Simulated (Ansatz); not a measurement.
A nudged elastic band was laid between two geometries of BClFH₃O (7 atoms, charge 0, multiplicity 1).

Computed with RKS PBE-D4/def2-SVP (Ansatz).

| Property | Result |
| --- | --- |
| movable images | 5 |
| climbing image | yes |
| spring | 5.0 eV/Å² |
| optimiser | quadratic models (default) |
| start path | through a guess of the saddle point |
| force threshold | 0.05 eV/Å |
| iteration limit | 60 |
| end points | relaxed |

First end point:

```xyz
7
Properties=species:S:1:pos:R:3
B 0.054 -0.081 0.149
Cl -0.069 0.533 1.895
H 1.074 0.217 -0.439
F -1.125 -0.025 -0.544
O 0.185 -1.771 0.448
H -0.656 -2.127 0.087
H 0.074 -1.777 1.430
```

Last end point:

```xyz
7
Properties=species:S:1:pos:R:3
B -0.123 -0.373 -0.617
Cl 0.693 -0.422 3.264
H 0.510 0.629 -0.378
F -0.641 -0.591 -1.830
O -0.313 -1.295 0.370
H -0.840 -2.068 0.085
H 0.251 -0.909 2.131
```

**Question.** What changes between the two ends?

**Answer.** Bonds broken: B1–Cl2, O5–H7. Bonds formed: Cl2–H7. BClFH3O becomes BFH2O + ClH.

**Question.** Give the energies along the band, and the barrier.

**Answer.** It converged. The highest image is number 1 of 0 to 6, 0.49 eV above the first end and 0.66 eV above the last; the last end lies 0.17 eV below the first. A vibrational analysis at the climbing image gives one clearly imaginary mode, 805i cm⁻¹: a first-order saddle point. The orbitals stay closed-shell, which can raise the energy where a bond breaks towards radicals; this wasn't checked here.

```
image  path coordinate (Å)  energy (eV)  B1–Cl2 (Å)  O5–H7 (Å)  Cl2–H7 (Å)
    0                 0.00         0.00        1.85       0.99        2.36
    1                 0.78         0.49        2.24       1.27        1.54
    2                 1.39        -0.02        2.81       1.80        1.32
    3                 1.99        -0.15        3.35       2.00        1.31
    4                 2.59        -0.16        3.67       1.94        1.31
    5                 3.19        -0.16        3.87       1.90        1.31
    6                 3.79        -0.17        3.97       1.89        1.31
```

**Question.** What is the geometry of the highest image?

**Answer.** 
```xyz
7
Properties=species:S:1:pos:R:3
B 0.057 -0.295 -0.068
Cl -0.052 0.166 2.123
H 1.082 0.241 -0.416
F -1.122 0.007 -0.628
O 0.166 -1.736 0.342
H -0.692 -2.178 0.168
H 0.098 -1.234 1.504
```

**Question.** What are the harmonic wavenumbers there?

**Answer.** 805i, 216, 396, 450, 500, 523, 874, 936, 1028, 1114, 1122, 1288, 1506, 2642, 3655 cm⁻¹.

Run time: 2.2 min on 1 thread of Arm Neoverse V2, with other jobs on the host, peak memory 0.15 GiB.
